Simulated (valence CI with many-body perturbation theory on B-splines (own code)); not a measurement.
**E1 line list for Mn12+**

Method: valence CI with perturbative core correlation (CI+MBPT): three valence electrons over a frozen Dirac-Fock core [Ne], radial functions for each j: 11 s, 11 p, 9 d, 7 f, 5 g, 2 h, 1 i, with the one-electron correlation potential Σ1, the two-electron term Σ2, the three-electron term Σ3, Breit, model QED; selected CI, second order for the rest, scaled by the run's own slope (own B-spline code, finite nucleus).

No measured spectrum was set against this ion. As an estimate, levels of excited configurations hold to 0.05 to 0.15 % of their energy, terms of the ground configuration to about 0.5 %.

Lines 51 to 100 of 261 in falling wavelength, among levels below 129.34 eV, chosen from the strongest by gf and those to the six lowest levels. Wavelengths and rates use the calculated energies, so an error of 300 cm⁻¹ moves a line at 36.03 nm by 0.11 % and its rate by three times that or more. Electric multipoles are in the length gauge, E1 and E2 with the static RPA response of the core. Weak lines are less certain than strong ones. Lines between different terms over intervals too small for the method are left out, as are lines whose strength nearly cancels. Where a level lies close to another of its J and parity, the split of strength between their lines is uncertain. The highest levels of a list are the least certain.

Names give the largest LS component (configuration and term), which can be under half, so a name can repeat, a term be missing and a line seem to break the LS rules; names also repeat where a configuration has a term twice. Letters in brackets count levels of one name in rising energy.

| λ vac (nm) | Upper | Lower | A (s⁻¹) | S (a.u.) |
| --- | --- | --- | --- | --- |
| 36.03 | 3p2 3d 4D_7/2 | 3s 3p 3d 4D°_7/2 | 1.49e+09 | 2.75e-01 |
| 35.58 | 3p2 3d 4D_5/2 | 3s 3p 3d 4D°_3/2 | 1.66e+09 | 2.21e-01 |
| 34.67 | 3p2 3d 4D_7/2 | 3s 3p 3d 4P°_5/2 | 3.84e+09 | 6.33e-01 |
| 33.89 | 3p2 3d 2D_5/2 [a] | 3s 3p 3d 2D°_5/2 [a] | 1.81e+09 | 2.08e-01 |
| 33.74 | 3p2 3d 4F_7/2 | 3s 3p 3d 4F°_9/2 | 2.57e+09 | 3.89e-01 |
| 33.55 | 3p2 3d 4F_5/2 | 3s 3p 3d 4F°_7/2 | 3.44e+09 | 3.84e-01 |
| 33.48 | 3p2 3d 2D_3/2 [a] | 3s 3p 3d 2D°_3/2 [a] | 2.86e+09 | 2.12e-01 |
| 33.43 | 3p2 3d 4F_3/2 | 3s 3p 3d 4F°_5/2 | 3.25e+09 | 2.39e-01 |
| 33.13 | 3p2 3d 4F_9/2 | 3s 3p 3d 4F°_9/2 | 9.87e+09 | 1.77e+00 |
| 33.06 | 3p2 3d 4F_3/2 | 3s 3p 3d 4F°_3/2 | 7.21e+09 | 5.14e-01 |
| 33.02 | 3p2 3d 4F_5/2 | 3s 3p 3d 4F°_5/2 | 5.82e+09 | 6.21e-01 |
| 33.00 | 3p2 3d 4F_7/2 | 3s 3p 3d 4F°_7/2 | 6.60e+09 | 9.37e-01 |
| 32.84 | 3p2 3d 4P_5/2 | 3s 3p 3d 2D°_5/2 [a] | 2.62e+09 | 2.75e-01 |
| 32.75 | 3p2 3d 4P_3/2 | 3s 3p 3d 2D°_3/2 [a] | 1.48e+09 | 1.02e-01 |
| 32.66 | 3p2 3d 4F_5/2 | 3s 3p 3d 4F°_3/2 | 1.42e+09 | 1.46e-01 |
| 32.48 | 3p2 3d 4F_7/2 | 3s 3p 3d 4F°_5/2 | 1.79e+09 | 2.42e-01 |
| 32.41 | 3p2 3d 4F_9/2 | 3s 3p 3d 4F°_7/2 | 1.46e+09 | 2.46e-01 |
| 32.38 | 3p2 3d 2D_5/2 [a] | 3s 3p 3d 4D°_7/2 | 4.72e+09 | 4.75e-01 |
| 32.33 | 3p2 3d 2D_3/2 [b] | 3s 3p 3d 2F°_5/2 [a] | 5.34e+09 | 3.56e-01 |
| 32.10 | 3p2 3d 2D_3/2 [a] | 3s 3p 3d 4D°_5/2 | 2.89e+09 | 1.89e-01 |
| 32.04 | 3p3 2D°_3/2 | 3s 3p2 4P_5/2 | 4.03e+08 | 2.62e-02 |
| 31.96 | 3p2 3d 2D_5/2 [b] | 3s 3p 3d 2F°_7/2 [a] | 8.89e+09 | 8.59e-01 |
| 31.76 | 3p3 2D°_5/2 | 3s 3p2 4P_5/2 | 6.46e+07 | 6.13e-03 |
| 31.46 | 3p2 3d 2P_3/2 [b] | 3s 3p 3d 2F°_5/2 [a] | 5.52e+09 | 3.39e-01 |
| 31.46 | 3p2 3d 2F_5/2 [b] | 3s 3p 3d 2F°_7/2 [a] | 2.34e+09 | 2.16e-01 |
| 31.43 | 3p2 3d 4P_1/2 | 3s 3p 3d 4P°_3/2 | 1.06e+10 | 3.24e-01 |
| 31.43 | 3p2 3d 4P_3/2 | 3s 3p 3d 4D°_5/2 | 8.11e+09 | 4.97e-01 |
| 31.41 | 3p2 3d 4P_5/2 | 3s 3p 3d 4D°_7/2 | 6.84e+09 | 6.27e-01 |
| 31.38 | 3p2 3d 4P_1/2 | 3s 3p 3d 4P°_1/2 | 4.08e+09 | 1.25e-01 |
| 31.37 | 3s 3p 3d 2F°_7/2 [b] | 3s2 3d 2D_5/2 | 1.97e+10 | 2.40e+00 |
| 31.32 | 3p2 3d 4D_7/2 | 3s 3p 3d 4F°_9/2 | 7.38e+09 | 8.95e-01 |
| 31.31 | 3p3 2P°_1/2 | 3s 3p2 2D_3/2 | 1.08e+10 | 3.26e-01 |
| 31.28 | 3p2 3d 2D_5/2 [a] | 3s 3p 3d 4P°_5/2 | 3.86e+09 | 3.50e-01 |
| 31.25 | 3s 3p 3d 4F°_3/2 | 3s 3p2 2D_3/2 | 5.94e+06 | 3.58e-04 |
| 31.25 | 3p3 2D°_3/2 | 3s 3p2 4P_3/2 | 1.07e+08 | 6.44e-03 |
| 31.23 | 3p3 2P°_3/2 | 3s 3p2 2D_5/2 | 7.95e+09 | 4.78e-01 |
| 31.19 | 3p2 3d 4D_5/2 | 3s 3p 3d 4F°_7/2 | 6.99e+09 | 6.28e-01 |
| 31.07 | 3p3 2P°_3/2 | 3s 3p2 2D_3/2 | 1.16e+09 | 6.85e-02 |
| 31.06 | 3p2 3d 2F_7/2 [b] | 3s 3p 3d 2F°_7/2 [a] | 8.01e+09 | 9.48e-01 |
| 31.03 | 3p2 3d 4D_1/2 | 3s 3p 3d 4F°_3/2 | 8.66e+09 | 2.55e-01 |
| 30.98 | 3p3 2D°_5/2 | 3s 3p2 4P_3/2 | 2.09e+06 | 1.84e-04 |
| 30.97 | 3s 3p 3d 2F°_5/2 [b] | 3s2 3d 2D_3/2 | 1.99e+10 | 1.75e+00 |
| 30.93 | 3s 3p 3d 4F°_5/2 | 3s 3p2 2D_3/2 | 5.70e+05 | 4.99e-05 |
| 30.87 | 3s 3p2 2S_1/2 | 3s2 3p 2P°_3/2 | 1.58e+09 | 4.59e-02 |
| 30.87 | 3p3 4S°_3/2 | 3s 3p2 4P_5/2 | 1.46e+10 | 8.49e-01 |
| 30.78 | 3p2 3d 4D_3/2 | 3s 3p 3d 4F°_5/2 | 6.48e+09 | 3.73e-01 |
| 30.77 | 3p2 3d 2D_5/2 [b] | 3s 3p 3d 2F°_5/2 [a] | 2.41e+09 | 2.08e-01 |
| 30.73 | 3p2 3d 4D_5/2 | 3s 3p 3d 4F°_5/2 | 3.43e+09 | 2.94e-01 |
| 30.68 | 3p2 3d 4D_7/2 | 3s 3p 3d 4F°_7/2 | 2.28e+09 | 2.60e-01 |
| 30.67 | 3p2 3d 4P_1/2 | 3s 3p 3d 4D°_1/2 | 5.39e+09 | 1.53e-01 |
